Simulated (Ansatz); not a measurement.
Consider the cleavage of the Ge–Al bond: `C[O][AlH][GeH3]` + `CNBF` → `C[N]([GeH3])BF` + `C[O][AlH2]`.

Gas-phase electronic energies from Ansatz, PBE0-D4/def2-TZVP geometries. CCSD(T)/CBS is the MP2 limit (def2-TZVPP, def2-QZVPP) plus CCSD(T) − MP2 in def2-TZVPP, frozen cores. This one scheme is used for every species. DFT in def2-TZVPP. B3LYP here is the variant with VWN-RPA as its local correlation; programs differ in this. For Ge outer-core shells are correlated without core-valence functions, which leaves a few kJ/mol of doubt a bond. Scalar relativity is left out up to krypton. One conformer a species, not always the lowest.

```json
{"level": "r2SCAN-D4", "ΔE (kcal/mol)": "9.2"}
{"level": "PBE0-D4", "ΔE (kcal/mol)": "10.4"}
{"level": "B2PLYP", "ΔE (kcal/mol)": "7.4"}
{"level": "B3LYP", "ΔE (kcal/mol)": "9.6"}
{"level": "MP2/def2-TZVPP", "ΔE (kcal/mol)": "4.5"}
{"level": "HF/CBS(def2)", "ΔE (kcal/mol)": "5.7"}
{"level": "MP2/CBS(def2)", "ΔE (kcal/mol)": "5.5"}
{"level": "CCSD/CBS(def2)", "ΔE (kcal/mol)": "7.4"}
```

(1) What does CCSD(T)/CBS give? (An estimate is asked.)

Largest T1 diagnostic among the species: 0.013.

## Answers

(1) The calculation gave: +7.2 kcal/mol. The listed levels differ from it by 2.0, 3.2, 0.2, 2.4, -2.7, -1.5, -1.7, 0.2 kcal/mol.

From PBE to PBE0 (25 % exact exchange), in def2-TZVPP and without D4, ΔE moves by −0.8 kcal/mol. The D4 term adds −1.5 kcal/mol with B3LYP and −0.7 kcal/mol with PBE0; it sums over pairs of atoms, weighted by their polarisabilities, and B3LYP, whose exchange is more repulsive, gets the larger term.
